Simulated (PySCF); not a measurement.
# Stretching GaN

Set-up: basis Ga aug-cc-pVDZ-PP with ECP10, N aug-cc-pVDZ; scalar-relativistic core potentials; PySCF 2.14. Energies in eV from Ga + N in their ground configurations at the same level. All curves are PBE0. state 1: ³Σ⁻ (triplet), unpaired electrons π ↑↑; state 2: ³Π (triplet), unpaired electrons σ ↑, π ↑, a second solution, started from another occupation; state 3: Ms = 0 determinant of mixed spin (⟨S²⟩ near 1.0), unpaired electrons π ↑↓, a mixture of terms (⟨Lz²⟩ = 2.0), a second solution, started from another occupation; state 4: Ms = 0 determinant of mixed spin (⟨S²⟩ near 1.0), unpaired electrons σ ↓, π ↑, a second solution, started from another occupation.

| R (Å) | state 1 | state 2 | state 3 | state 4 |
| --- | --- | --- | --- | --- |
| 1.751 | -1.532 | -1.837 | -0.999 | -1.499 |
| 1.832 | -1.886 | -1.961 | -1.353 | -1.592 |
| 1.914 | -2.079 | -1.967 | -1.545 | -1.567 |
| 1.975 | -2.146 | -1.919 | -1.610 | -1.498 |
| 2.036 | -2.164 | -1.840 | -1.626 | -1.400 |
| 2.097 | -2.143 | -1.738 | -1.602 | -1.281 |
| 2.179 | -2.072 | -1.582 | -1.526 | -1.102 |
| 2.280 | -1.934 | -1.368 | -1.381 | -0.860 |
| 2.402 | -1.729 | -1.113 | -1.162 | -0.563 |
| 2.565 | -1.430 | -0.813 | -0.835 | -0.179 |

Problem. Put a parabola through the three lowest points of the state 1 curve and estimate Re, k and ωe (reduced mass 11.64 u; 1 eV/Å² = 0.16022 mdyn/Å; ωe = 1302.8·√(k/μ) cm⁻¹).

Solution. Through R = 1.975, 2.036, 2.097 Å the second-order coefficient is 5.24 eV/Å², so Re ≈ 2.034 Å, k ≈ 1.68 mdyn/Å and ωe ≈ 495 cm⁻¹. A polynomial fit of higher order to the unrounded PBE0 energies gives Re = 2.031 Å, k = 1.67 mdyn/Å, ωe = 493 cm⁻¹; anharmonicity and rounding make the difference.

The higher-order fit for each curve: state 1: Re = 2.031 Å, ωe = 493 cm⁻¹, De = 2.16 eV; state 2: Re = 1.877 Å, ωe = 572 cm⁻¹, minimum 1.98 eV below the ground-state fragments; state 3: Re = 2.027 Å, ωe = 501 cm⁻¹, minimum 1.63 eV below the ground-state fragments; state 4: Re = 1.852 Å, ωe = 605 cm⁻¹, minimum 1.59 eV below the ground-state fragments.

⟨S²⟩ of the unrestricted solution departs from its pure value on part of the curve, where spin states mix. Spin–orbit coupling is left out. The state is the lowest determinant that a PBE0 search found; another state may lie lower at other levels.
